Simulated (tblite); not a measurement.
Si14P21H42N (flake black phosphorene) at step 1 of a GFN2-xTB optimisation (tblite, gas phase), coordinates in Å:

```
  1 P     1.388   -0.963   -4.232
  2 N    -1.742   -0.593   -4.029
  3 P    -0.275   -0.590   -2.930
  4 P    -3.260   -0.563   -3.047
  5 P     1.669   -1.044    5.262
  6 P     1.688   -0.723    0.506
  7 P    -1.672   -0.914    5.289
  8 P     0.004   -1.172    6.610
  9 P    -1.552   -0.958    0.502
 10 P     0.059   -0.888    1.925
 11 P     1.566    0.711   -5.571
 12 P    -0.092    0.591   -6.921
 13 P    -1.632   -0.480   -5.826
 14 P     1.710    0.929    4.365
 15 P     1.438    1.260   -0.307
 16 P     0.051    1.006    2.979
 17 P    -1.503    1.073    4.461
 18 P    -0.166    1.227   -1.732
 19 P    -1.802    1.023   -0.317
 20 P    -3.455    1.116   -1.684
 21 P     3.365   -0.780    1.848
 22 P     3.371    1.040    3.006
 23 Si    3.138   -1.022   -2.916
 24 H     4.150   -0.149   -3.451
 25 H     3.629   -2.371   -2.878
 26 H     2.750   -0.605   -1.598
 27 Si   -5.054   -0.437   -4.329
 28 H    -5.224    0.910   -4.794
 29 H    -6.194   -0.842   -3.551
 30 H    -4.868   -1.353   -5.425
 31 Si    3.276   -0.986    6.771
 32 H     4.533   -1.082    6.080
 33 H     3.097   -2.102    7.648
 34 H     3.192    0.257    7.503
 35 Si   -3.247   -0.734    6.819
 36 H    -2.801    0.170    7.847
 37 H    -3.477   -2.049    7.362
 38 H    -4.438   -0.231    6.186
 39 Si    0.083    0.681    7.797
 40 H     1.209    1.456    7.357
 41 H     0.214    0.313    9.181
 42 H    -1.138    1.406    7.579
 43 Si   -3.178   -1.434    1.895
 44 H    -3.364   -2.853    1.886
 45 H    -4.395   -0.773    1.509
 46 H    -2.800   -0.996    3.210
 47 Si    3.172    0.120   -6.960
 48 H     4.426    0.299   -6.293
 49 H     3.085    0.972   -8.124
 50 H     2.978   -1.260   -7.331
 51 Si    0.541   -0.899   -8.438
 52 H     1.645   -0.312   -9.179
 53 H    -0.567   -1.158   -9.305
 54 H     0.968   -2.092   -7.762
 55 Si   -3.324    0.497   -6.860
 56 H    -4.332   -0.515   -7.109
 57 H    -2.848    1.025   -8.106
 58 H    -3.839    1.546   -6.026
 59 Si    3.133    1.807   -1.596
 60 H     2.680    1.833   -2.962
 61 H     4.179    0.832   -1.448
 62 H     3.606    3.095   -1.193
 63 Si   -3.251    1.424    3.176
 64 H    -2.852    1.280    1.800
 65 H    -3.717    2.756    3.421
 66 H    -4.277    0.462    3.506
 67 Si   -5.131    0.592   -0.348
 68 H    -5.281   -0.841   -0.317
 69 H    -6.325    1.208   -0.857
 70 H    -4.835    1.089    0.977
 71 Si    4.996   -0.530    0.390
 72 H     4.534   -1.028   -0.884
 73 H     6.121   -1.302    0.839
 74 H     5.338    0.868    0.301
 75 Si    4.985    0.732    4.477
 76 H     4.435    0.933    5.796
 77 H     6.013    1.695    4.222
 78 H     5.488   -0.611    4.347
```

Task: What are the forces on the atoms (eV/Å)?

Result: 
```
  1 P    -0.87   -0.93   -0.98
  2 N     0.33    1.51    0.27
  3 P    -1.23   -1.73    0.28
  4 P     1.20   -1.67    0.56
  5 P    -0.03   -1.29   -0.89
  6 P    -0.15   -0.72   -0.34
  7 P     0.15   -1.00   -0.48
  8 P    -0.04   -0.59    0.25
  9 P     0.49   -1.12   -1.05
 10 P     0.01   -0.92    0.57
 11 P     0.20    1.23    0.53
 12 P    -0.12    1.31    0.22
 13 P     0.07   -2.01    0.14
 14 P    -0.03    0.73    0.65
 15 P    -0.59    1.05    0.96
 16 P     0.02    1.00   -0.63
 17 P     0.39    0.88    1.02
 18 P    -0.22    1.27   -0.87
 19 P     0.24    0.67    0.34
 20 P     0.34    1.15   -0.99
 21 P    -0.20   -1.05    0.69
 22 P    -0.22    1.01   -0.73
 23 Si   -0.11   -0.31   -0.54
 24 H     0.45    0.08   -0.35
 25 H     0.04   -0.59   -0.15
 26 H    -0.45   -0.49   -0.11
 27 Si    0.02    0.12    0.24
 28 H    -0.58    0.45   -0.01
 29 H    -0.29   -0.15    0.43
 30 H    -0.08   -0.46    0.07
 31 Si   -0.15   -0.22    0.37
 32 H     0.23   -0.68    0.20
 33 H    -0.21   -0.52    0.40
 34 H     0.10    0.36    0.47
 35 Si   -0.20    0.04    0.13
 36 H    -0.12    0.26    0.53
 37 H     0.01   -0.43    0.11
 38 H    -0.42    0.19   -0.28
 39 Si    0.09    0.50    0.28
 40 H     0.43    0.48   -0.13
 41 H     0.06   -0.25    0.47
 42 H    -0.36    0.52   -0.05
 43 Si    0.06   -0.55   -0.03
 44 H     0.03   -0.67   -0.13
 45 H    -0.20   -0.32    0.27
 46 H     0.07   -0.50    0.20
 47 Si    0.38   -0.04    0.15
 48 H     0.57    0.13    0.41
 49 H     0.07    0.38   -0.17
 50 H     0.33   -0.51   -0.07
 51 Si   -0.34   -0.28   -0.04
 52 H    -0.06    0.09   -0.33
 53 H    -0.60   -0.07   -0.36
 54 H     0.06   -0.70    0.14
 55 Si    0.28    0.44   -0.05
 56 H     0.01   -0.10   -0.39
 57 H     0.18    0.19   -0.51
 58 H    -0.08    0.65   -0.04
 59 Si   -0.04    0.61   -0.25
 60 H    -0.17    0.18   -0.48
 61 H     0.46    0.59   -0.10
 62 H     0.11    0.63    0.29
 63 Si   -0.21    0.34    0.19
 64 H     0.09    0.25   -0.15
 65 H    -0.10    0.61    0.21
 66 H    -0.58    0.18    0.33
 67 Si   -0.20   -0.12   -0.27
 68 H    -0.32   -0.49   -0.25
 69 H    -0.33    0.28   -0.32
 70 H    -0.20    0.49    0.04
 71 Si    0.34    0.13    0.27
 72 H     0.34   -0.49    0.02
 73 H     0.36   -0.32    0.28
 74 H     0.40    0.41    0.17
 75 Si    0.22    0.12   -0.27
 76 H     0.06    0.69    0.13
 77 H     0.42    0.48   -0.28
 78 H     0.39   -0.40   -0.21
```
